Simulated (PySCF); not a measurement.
## Correlation energy of Ga (gallium, neutral)

[Ar] 3d10 4s1 4p1 4d1, one real determinant (an excited configuration). Calculation: PySCF 2.14, in x2c-TZVPPall with one added diffuse shell each of s, p, d type (7s6p5d1f, 57 functions); the spin-free X2C one-electron Hamiltonian (Gaussian nucleus). Frozen: [Ar] 3d10; 3 electrons correlated.

| level | correlation energy (mhartree) |
| --- | --- |
| CCSD | -12.03 |
| (T) | -2.29 |
| CCSD(T) | -14.32 |

Diagnostics: T1 = 0.028, D1 = 0.0644, largest double amplitude 0.444.

The real determinant used has ⟨L²⟩ near 8 against 12 for a pure F term, so it mixes terms. The outer electron is Rydberg-like, and this basis confines it to a smaller radius and binds it less than a complete one would. A double-excitation amplitude exceeds 0.15, a sign of near-degeneracy.

Cost of the coupled-cluster step: roughly 0.5 core-seconds, for 3 correlated electrons.

The reference is one real determinant that mixes LS terms of this configuration.
